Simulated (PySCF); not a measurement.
## Two-dimensional NMR puzzle

Compound of formula C₆H₁₁ClOSi. Correlations simulated from computed shifts and the bond graph:

HSQC (one-bond C–H):
```csv
δH,δC
6.65,136.6
2.87,41.8
1.20,23.5
```

COSY cross peaks (H two or three bonds apart, from the bond graph; peaks can be absent where the dihedral angle is near 90°):
```csv
δH,δH
2.87,1.20
```

HMBC (two and three bonds, from the bond graph):
```csv
δH,δC
6.65,"201.3, 181.1, 41.8"
4.30,"201.3, 136.6, 41.8"
2.87,"201.3, 136.6, 23.5"
1.20,"201.3, 41.8, 23.5"
```

Carbons without hydrogens: δ 201.3, 181.1.

PySCF 2.14 calculation with shieldings: GIAO PBE0/pcSseg-1 and structure optimised with GFN2-xTB; equivalent nuclei averaged, one conformer, non-relativistic, no solvent model.

References, each an isolated molecule treated in the same way: 1H (31.72 ppm) and 13C (186.93 ppm) against TMS.

Exchangeable hydrogens are left out of these lists.

Task: Which molecule is this?

Result: SMILES C(/C=C(/C(C)C)[SiH3])(=O)Cl.

Numbering as in the mapped SMILES `[CH3:1][CH:2]([CH3:3])/[C:4]([SiH3:5])=[CH:6]/[C:7](=[O:8])[Cl:9]`. Hydrogens are named by the atom that carries them.

1. δC 201.3 is C4, a β carbon of a C=C–C=O unit.
2. δC 181.1 is C7, a carbonyl carbon.
3. δC 136.6 is C6, an α carbon of a C=C–C=O unit (δH 6.65).
4. δC 41.8 is C2, an allylic sp3 CH (δH 2.87).
5. δC 23.5 is C1/C3, a methyl carbon (δH 1.20).
6. HMBC from δH 6.65 reaches the proton-free carbons C4, C7.
7. HMBC from δH 4.30 reaches the proton-free carbon C4.
8. HMBC from δH 2.87 reaches the proton-free carbon C4.
9. HMBC from δH 1.20 reaches the proton-free carbon C4.
10. COSY links 2.87–1.20.

This is the structure that produced the data.

Carbons that carry Cl, above all several Cl atoms, come out too deshielded, partly because spin–orbit coupling is missing. Shifts are as computed. Against solution values, carbons near 30 ppm lie about +3 ppm off and those near 130 ppm about +5 ppm; carbons on Cl a further +6 ppm. Of 1211 compounds with measured shifts, 218 miss one by over three times the rms of a fit or turn the order of signals round; such compounds aren't used in these exercises.
